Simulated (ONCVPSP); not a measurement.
# neodymium (Nd): one change to an ONCV potential, before and after

ONCVPSP 4.0.1 input, shortened (lines: element, Z, core and valence counts, functional; n l f; lmax; l rc ep ncon nbas qcut; lloc lpopt rc5 dvloc0; l nproj debl; icmod fcfact rcfact), PBEsol, scalar-relativistic:

```
  Nd 60.00   10    4  -116133      upf
    1    0    2.00
    2    0    2.00
    2    1    6.00
    3    0    2.00
    3    1    6.00
    3    2   10.00
    4    0    2.00
    4    1    6.00
    4    2   10.00
    4    3    3.00
    5    0    2.00
    5    1    6.00
    5    2    1.00
    6    0    2.00
    3
    0    2.20    0.00    4    7    4.70
    1    2.40    0.00    4    7    5.60
    2    3.20    0.00    4    9    5.60
    3    2.50    0.21    4    8    4.40
    4    5    1.50    0.00
    0    2    3.00
    1    2    0.40
    2    2    1.80
    3    2    2.50
    0    0.00    0.00
```

In the p channel the program set the typed energies aside and used -0.907, 0.250 Ha.

All-electron outer shells of the reference configuration (PBEsol, scalar-relativistic, ld1.x):

```csv
shell,level (eV),outermost node (bohr),outermost maximum (bohr)
5s,-43.72,0.72,1.31
5p,-24.68,0.77,1.46
4f,-6.94,–,0.65
6s,-3.89,1.74,3.60
5d,-2.94,0.87,2.08
```

Change: core correction Teter function, fcfact 4.75, rcfact 1.5.

Cutoffs: the cutoffs (Ha) at which the residual kinetic energy of the hardest occupied pseudo-wave falls to 1 and 0.1 mHa per electron; they do not see the model core or the augmentation charge, which bear on the density cutoff. Errors are all-electron minus pseudo energies relative to the spin-unpolarised reference configuration.

Question: How do hardness, ghosts and transferability respond?

Answer: The potential gets neither clearly harder nor softer (9.1 Ha and 12 Ha → 9.1 Ha and 12 Ha); of the 4 tests that both files solve, the error grows in 4 and shrinks in 0 by more than 15 % and 0.3 meV (median size 24.3 → 29.9 meV); neither file shows a bound ghost. A model core, the more so a compact one, raises the density cutoff, which this test does not measure.

| quantity | base | changed |
| --- | --- | --- |
| cutoff, loose | 9.1 Ha | 9.1 Ha |
| cutoff, tight | 12 Ha | 12 Ha |
| bound ghosts | none | none |
| GHOST(+) flags under 300 eV | s at 50.4 eV, f at 65.2 eV | s at 50.4 eV, f at 65.2 eV |
| error for 5s2 5p6 5d1 6s1, meV [ΔE 6.30 eV] | -1.7 | -2.1 |
| error for 5s2 5p6 5d1 6s0, meV [ΔE 17.68 eV] | +0.1 | -3.4 |
| error for 5s2 5p6 5d0 6s0, meV [ΔE 37.14 eV] | -47 | -56 |
| error for 5s1 5p6 5d1 6s2, meV [ΔE 49.03 eV] | -256 | -305 |
| s: phases at 2.23 bohr within 0.05 rad from the reference energy up to (Ha; the scan ends near 5) | 1.5 | 1.5 |
| p: phases at 2.44 bohr within 0.05 rad from the reference energy up to (Ha; the scan ends near 5) | 4.2 | 4.2 |
| d: phases at 3.25 bohr within 0.05 rad from the reference energy up to (Ha; the scan ends near 5) | 3.5 | 3.5 |
| f: phases at 2.54 bohr within 0.05 rad from the reference energy up to (Ha; the scan ends near 5) | 0.4 | 0.4 |

Base: The cutoffs count occupied waves only; projector 2 of the f channel, the hardest unoccupied one, needs 60 Ha at the loose tolerance. Changed file: The cutoffs count occupied waves only; projector 2 of the f channel, the hardest unoccupied one, needs 60 Ha at the loose tolerance.
